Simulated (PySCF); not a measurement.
C2H7NSi2, SMILES N[Si@@H]1C=C[SiH2]1. Geometry optimised at PBE-D3(BJ)/def2-SVP. The structure was generated by enumeration; whether it is a known compound was not checked. The values are those of a single conformer.

These are PBE-D3(BJ)/def2-SVP (PySCF) values and carry that method's errors.

Harmonic wavenumbers (cm⁻¹): 115, 147, 243, 277, 337, 399, 423, 481, 571, 620, 649, 684, 712, 737, 780, 844, 890, 920, 985, 1016, 1224, 1485, 1501, 2126, 2133, 2146, 3041, 3066, 3497, 3598. Rotational constants (GHz): 5.205, 2.383, 1.845; symmetry number 1.

**Question.** Work out the zero-point energy and the ideal-gas rigid-rotor harmonic-oscillator thermochemistry at 298.15 K and 1 atm.

**Answer.** ZPE = ½ Σ hcν = ½ × 35646 cm⁻¹ = 213.21 kJ/mol. H − E(el) = 235.36 kJ/mol. Entropy in J/(mol K): translation 166.34, rotation 113.15, vibration 67.41, total 346.90. G − E(el) = 131.93 kJ/mol. Cp = 125.03 J/(mol K). Modes under 150 cm⁻¹ make the vibrational entropy uncertain.
